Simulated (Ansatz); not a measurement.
Reaction: B2O2 (oxo(oxoboranyl)borane, SMILES O=BB=O) → 2 BO (SMILES [B]=O, doublet) (the B-B bond breaks)
Each species at its own B3LYP-D3(BJ)/def2-TZVP minimum (Ansatz, a first-principles code), one conformer.

Property: bond dissociation energy (electronic), in kJ/mol. Radicals and triplets start from unrestricted determinants; spin-orbit coupling is neglected. CBS(X,Y): correlation extrapolated as X^-3, Hartree-Fock from the larger set (Q,5: extrapolated as (X+1)exp(-9√X)). A bracket is a step between two methods taken in the basis named. The functionals are non-relativistic, so their misses hold any scalar relativity. 'core' is core correlation in cc-pwCVTZ, 'X2C' scalar relativity in cc-pVTZ-DK, both at CCSD(T). The UHF reference of BO ([B]=O, doublet) is spin-contaminated (<S^2> up to 0.05 over the pure value in the sets run).

CCSD(T)/CBS(cc-pVQZ,cc-pV5Z) + [CCSDT(Q) - CCSD(T)]/cc-pVTZ + core + X2C (Ansatz) gives 485.9 kJ/mol.

What does PBE/def2-TZVPD (Ansatz) give here, and how do the other levels compare?

PBE gives 488.7 kJ/mol, 2.8 kJ/mol above it. Differences of the others: r2SCAN/def2-TZVPD (Ansatz) -22.0; B3LYP/def2-TZVPD (Ansatz) 2.2; PBE0/def2-TZVPD (Ansatz) -2.0; wB97M-V/def2-TZVPD (Ansatz) 21.5; CCSD(T)/CBS(cc-pVQZ,cc-pV5Z) + core + X2C (Ansatz) 1.7 kJ/mol. Nearer than PBE: B3LYP/def2-TZVPD, PBE0/def2-TZVPD, CCSD(T)/CBS(cc-pVQZ,cc-pV5Z) + core + X2C.
